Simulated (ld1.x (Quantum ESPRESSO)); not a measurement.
**Varying the ultrasoft potential for gold (Au)**

Base potential:

```
Element                 : Au
Generator               : ld1.x (Quantum ESPRESSO) 7.5
Type                    : ultrasoft
Functional              : LDA (PZ)
Relativity              : scalar-relativistic
Frozen core             : [Xe] 4f14
Valence charge          : 11
Reference configuration : 5d10 6s0 6p1
Partial waves           : 6s (bound, empty): rcut 1.65, rcutus 1.90 bohr; 6s channel at 2.65 Ry: rcut 1.65, rcutus 1.90 bohr; 6p (bound): rcut 2.40, rcutus 2.75 bohr; 6p channel at 4.45 Ry: rcut 2.40, rcutus 2.75 bohr; 5d (bound): rcut 1.40, rcutus 1.95 bohr; 5d channel at 0.65 Ry: rcut 1.40, rcutus 1.95 bohr
Local potential         : all-electron potential smoothed inside 1.55 bohr (lloc = -1)
Core correction         : none
Augmentation charge     : built from norm-conserving waves at rcut, not smoothed further
```

All-electron outer shells of the reference configuration (LDA (PZ), scalar-relativistic, ld1.x):

```tsv
shell	level (eV)	outermost node (bohr)	outermost maximum (bohr)
4f	-83.71	–	0.37
5p	-62.22	0.52	0.96
5d	-9.19	0.56	1.21
6s	-7.65	1.11	2.27
6p	-2.01	1.32	3.34
```

Cutoffs, loose and tight: the cutoffs (Ry, on a coarse ladder) from which the occupation-weighted sum of valence levels, in a spherical-Bessel basis at the reference potential, stays within 10 and 1 mRy of its value at 400 Ry. They do not see the model core or the augmentation charge, which bear on the density cutoff. Test errors are all-electron minus pseudo excitation energies from the reference, over the configurations 5d10 6s1 6p0; 5d10 6s0 6p0; 5d9 6s0 6p0; 5d9 6s1 6p1; 5d9 6s2 6p0; 5d10 6s0.5 6p0; 5d8 6s0 6p0 (two spin-polarised tests are not counted in the largest error). A dash means not determined; rows that change the core or the reference have their own tests. The largest error is taken over the tests solved by every variant that gives reliable tests at all: 5d10 6s0 6p0; 5d8 6s0 6p0; 5d9 6s0 6p0.

A true bound ghost makes a file unfit for plane-wave use even where its test errors are small: the radial tests pick states by their node count and pass the ghost by. Where a test does run into it, the solver fails or the error is huge.

Cutoffs are not given where the Bessel-basis levels miss the radial ones by over 6 mRy, ghosts where they miss by over 20 mRy; a channel whose overlap is not positive is not tested.

A file whose overlap is not positive is unfit for use, and its test errors describe a broken file.

| change | outcome | cutoff, loose | cutoff, tight | bound ghosts | largest test error (meV) |
| --- | --- | --- | --- | --- | --- |
| base | generated, overlap not positive | – | – | d (s not tested, overlap not positive) | -39 |
| local potential all-electron potential smoothed inside 1.60 bohr (lloc = -2) | generated, overlap not positive | – | – | not determined (overlap not positive) | -34 |
| type TM semilocal; waves now 6s (bound): rc 1.90 bohr; 6p (bound): rc 2.75 bohr; 5d (bound): rc 1.95 bohr; local potential the d channel | generated | 45 Ry | 55 Ry | none | -19 |
| waves 5d (bound): rcut 1.40, rcutus 1.80 bohr; 5d channel at 0.65 Ry: rcut 1.40, rcutus 1.80 bohr | generated, overlap not positive | – | – | not determined (overlap not positive) | -34 |

Question: What comes out with this change to the base: core correction a·sin(br)/r model core inside 1.80 bohr?

Answer: outcome: generated, overlap not positive; bound ghosts: d (s not tested, overlap not positive); largest test error (meV): -127. A file whose overlap is not positive is unfit for use, and its test errors describe a broken file.

Question: What comes out with this change to the base: all radii scaled by about 1.36 (s 2.60, p 3.74, d 2.66 bohr, rcut 2.24/3.28/1.90); local potential all-electron potential smoothed inside 2.12 bohr (lloc = -1)?

Answer: outcome: generated; bound ghosts: not determined; largest test error (meV): test run stopped at test 1 of 9 (negative rho).

Question: What comes out with this change to the base: functional PBE?

Answer: outcome: generated, overlap not positive; bound ghosts: d (s not tested, overlap not positive); largest test error (meV): -34. A file whose overlap is not positive is unfit for use, and its test errors describe a broken file.
